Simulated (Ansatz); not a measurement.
Total energies of Nb₂S₂⁺ from Ansatz at PBE0-D4/def2-TZVP, gas phase (1 Eh = 27.2114 eV = 2625.5 kJ/mol). The reference geometry is relaxed at PBE-D4/def2-SVP.

Cartesian coordinates in Å:
```
Nb 0.013 1.190 -0.440
Nb -0.838 -0.927 -0.228
S 1.354 -0.649 -1.033
S -0.529 0.385 1.701
```

```
           state                    geometry  energy (Eh)
charge 1 doublet                   reference   -909.90165
charge 0 triplet                   reference   -910.12520
charge 1 quartet  relaxed at PBE-D4/def2-SVP   -909.88019
```

In the def2 sets Nb takes a core potential; there is no spin–orbit coupling.

(1) Work out the vertical electron affinity, to the triplet.

(2) Which of the charge 1 states is lowest, and how far above it are the others?

(1) E(charge 1 doublet) − E(charge 0 triplet) = -909.90165 − (-910.12520) = 0.22355 Eh = 6.08 eV.

(2) The doublet. quartet: -909.88019 − (-909.90165) = 0.02146 Eh = 56.3 kJ/mol.

The structure comes from a short search, and lower isomers may exist.
